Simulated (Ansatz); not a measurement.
A series at Al: from `[Br][Al]([Br])[Br]`, ligands are replaced one by one, each step taking up NH₃ and setting free HBr; n counts the steps. Ansatz, PBE0-D4/def2-TZVP geometries. Each molecule was computed in one conformer, which needn't be the lowest.

CBS adds triple-zeta CCSD(T) − MP2 to the MP2 limit, frozen cores; atoms without spin–orbit coupling. Outer-core shells of Br are correlated without core-valence functions. Scalar relativity is left out up to krypton. Spin–orbit coupling is left out.

```
n                 molecule  atomization energy, CCSD(T)/CBS (kJ/mol)
0     `[Br][Al]([Br])[Br]`                                         ?
1    `[NH2][Al]([Br])[Br]`                                    1944.7
2   `[NH2][Al]([NH2])[Br]`                                    2718.8
3  `[NH2][Al]([NH2])[NH2]`                                    3478.8
```

By hand: fit a straight line y = ȳ + b (n − n̄) to the 3 given rows and predict n = 0.

n̄ = 2.000, ȳ = 2714.10; Σ(n − n̄)(y − ȳ) = 1534.10, Σ(n − n̄)² = 2.000, so b = 767.05 kJ/mol a step. Prediction: 2714.10 + (767.05) × (-2.000) = 1180.0 kJ/mol.

By hand: compare with the computed value, 1156.0 kJ/mol, and give the steps along the whole series.

The line misses by -24.0 kJ/mol (computed minus predicted). Steps: 788.7, 774.1, 760.0 kJ/mol.

The steps differ by up to 28.7 kJ/mol, small against a whole step but well beyond the method's doubt, so the ligands' effects don't simply add. The miss is 1.0 % of the series' range. The energies themselves are unsure by some kJ/mol a bond, though much of that is common to the series.
